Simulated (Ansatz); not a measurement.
Gas-phase electronic energies from Ansatz, PBE0-D4/def2-TZVP geometries. CCSD(T)/CBS is the MP2 limit (def2-TZVPP, def2-QZVPP) plus CCSD(T) − MP2 in def2-TZVPP, frozen cores. DFT in def2-TZVPP. def2 core potentials past Kr. For Ga, Te outer-core shells are correlated without core-valence functions, which leaves a few kJ/mol of doubt a bond. Scalar relativity is left out up to krypton.

Consider the formal exchange of groups at the Si–C bond: `O=[C]([SiH3])[GaH2]` + `FC[TeH]` → `FC([SiH3])[TeH]` + `O=[CH][GaH2]`.

`O=[C]([SiH3])[GaH2]`:

Z-matrix (Å, degrees):
```
Si
C 1 1.921
H 1 1.485 2 113.4
H 1 1.487 2 106.1 3 122.3
H 1 1.487 2 106.1 3 -122.3
Ga 2 2.013 1 136.1 3 179.9
O 2 1.221 1 124.1 3 -0.1
H 6 1.565 2 116.9 1 98.1
H 6 1.565 2 116.9 1 -98.1
```

`FC[TeH]`:

```xyz
6

F     1.485   -0.196    0.610
C     0.483    0.312   -0.173
Te   -1.453    0.159    0.737
H     0.461   -0.225   -1.121
H     0.662    1.375   -0.340
H    -1.639   -1.425    0.287
```

`FC([SiH3])[TeH]`:

Cartesian coordinates in Å:
```
F 1.653 0.381 -0.809
C 0.618 -0.222 -0.114
Si -1.063 0.471 -0.655
Te 0.826 0.045 2.011
H 0.679 -1.300 -0.280
H -2.116 -0.475 -0.210
H -1.086 0.614 -2.133
H -1.270 1.798 -0.019
H 1.758 -1.313 2.208
```

`O=[CH][GaH2]`:

Cartesian coordinates in Å:
```
O -1.221 1.321 -0.363
C -0.469 0.491 -0.822
Ga 0.494 -0.523 0.627
H -0.393 0.384 -1.930
H -0.215 -1.765 1.265
H 1.805 0.092 1.223
```

| level | ΔE (kJ/mol) |
| --- | --- |
| revPBE-D4 | 5.6 |
| r2SCAN-D4 | 5.4 |
| MP2/def2-SVP | -0.5 |
| HF/def2-QZVPP | -1.0 |

Problem. What does CCSD(T)/CBS give? (Best estimate.)

Solution. The calculation gave: -0.1 kJ/mol. The listed levels differ from it by 5.7, 5.5, -0.4, -0.9 kJ/mol.

Largest T1 diagnostic among the species: 0.018.

Leaving LDA and LC-ωPBE aside and taking each functional with its dispersion term where it has one, the values, not all of them listed here, spread over 9.0 kJ/mol, from ωB97X-V to BLYP-D4. From r2SCAN to r2SCAN0 (25 % exact exchange), in def2-TZVPP and without D4, ΔE moves by −3.5 kJ/mol.

CCSD(T)/CBS has its own doubt, a few kJ/mol and more with outer-core shells, so smaller differences from it don't rank the levels.
